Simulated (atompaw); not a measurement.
Which change was made? (N, PAW (atompaw))

atompaw 4.2.0.5 input, output lines left out:

```
N 7
LDA-PW scalarrelativistic loggrid 1500 logderivrange -3 5 201
2 2 0 0 0 0
2 1 3
0 0 0
c
v
v
1
1.95 1.70 1.30 1.70
y
0.15
n
y
0.5
n
bloechl sinc
2 0 troulliermartins
```

Cutoffs, loose and tight: the cutoffs (Ry, on a coarse ladder) from which the occupation-weighted sum of valence levels, in a spherical-Bessel basis at the reference potential, stays within 10 and 1 mRy of its value at 400 Ry. They see the waves, projectors and local potential, not the compensation charge or the core.

The base gives: outcome: generated; cutoff, loose: 45 Ry; cutoff, tight: 80 Ry; bound ghosts: none.

Q: After one change the result is: outcome: generated; cutoff, loose: 30 Ry; cutoff, tight: 50 Ry; bound ghosts: none. Which change was it?
A. all radii scaled by about 1.29 (s 2.52, p 2.52 bohr); local potential troulliermartins scheme with l = 2 at 0 Ry, radius 1.68 bohr; augmentation sinc compensation charge, radius 2.20 bohr; PAW radius 2.52 bohr; waves and projectors: bloechl; core correction smooth core density matched at 2.20 bohr
B. local potential bessel scheme, radius 1.30 bohr
C. waves 2s (bound): rc 1.95 bohr; 2s channel at 0.15 Ry: rc 0.90 bohr; 2p (bound): rc 1.95 bohr; 2p channel at 0.5 Ry: rc 1.95 bohr; augmentation sinc compensation charge, radius 1.70 bohr; PAW radius 1.95 bohr; waves and projectors: custom polynom gramschmidtortho

A: A. The others give: waves 2s (bound): rc 1.95 bohr; 2s channel at 0.15 Ry: rc 0.90 bohr; 2p (bound): rc 1.95 bohr; 2p channel at 0.5 Ry: rc 1.95 bohr; augmentation sinc compensation charge, radius 1.70 bohr; PAW radius 1.95 bohr; waves and projectors: custom polynom gramschmidtortho → outcome: generated; cutoff, loose: 18 Ry; cutoff, tight: 30 Ry; bound ghosts: s | local potential bessel scheme, radius 1.30 bohr → outcome: generated; cutoff, loose: 25 Ry; cutoff, tight: 35 Ry; bound ghosts: none.
